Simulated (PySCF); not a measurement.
F₃In, SMILES [In]([F])([F])[F] (connectivity only; charge and spin as stated), charge -1, multiplicity 2. Atoms are numbered in the order given.

```xyz
4

In     0.0000     0.0000     0.2713
F      1.6620    -0.9596    -0.4923
F     -1.6620    -0.9596    -0.4923
F      0.0000     1.9192    -0.4923
```
Charge -1, spin multiplicity 2.

Geometry: B3LYP-D3(BJ)/def2-SVPD. The spin state was assumed, not searched. The isomer is the one that the SMILES or the coordinates give; other isomers of the formula were not compared. The def2 effective core potentials stand for the cores of In; spin–orbit coupling is left out.

These are CAM-B3LYP/def2-TZVPD (PySCF) values and carry that method's errors.

Mulliken values depend strongly on the basis, most of all with diffuse functions as here. ESP charges are fitted to the potential on shells at 1.4 to 2.0 van der Waals radii. Atomic charges (e):

```
atom  Mulliken  ESP fit  Mulliken spin
----  --------  -------  -------------
In1       1.02     0.31           0.89
F2       -0.67    -0.44           0.04
F3       -0.67    -0.44           0.04
F4       -0.67    -0.44           0.04
```
